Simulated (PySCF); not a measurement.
SiHClBr2, SMILES Cl[SiH](Br)Br.

Geometry optimised at B3LYP-D3(BJ)/def2-SVP.

The numbers are results of PySCF with PBE0/def2-TZVP, not measurements.

The molecule is in vacuum.

```json
{
  "total_energy": "-5897.91076 hartree",
  "point_group": "Cs",
  "highest_occupied_level": "-8.73 eV",
  "lowest_empty_level": "-1.05 eV",
  "orbital_gap": "7.68 eV",
  "dipole_moment": "0.77 D",
  "quadrupole, principal values (traceless, Buckingham form, about the centre of nuclear charge)": "-1.56, -0.22, 1.78 D·Å",
  "mean_static_polarisability": "74.2 bohr³ (10.99 Å³)",
  "polarisability_principal_values": "59.4, 77.5, 85.7 bohr³"
}
```
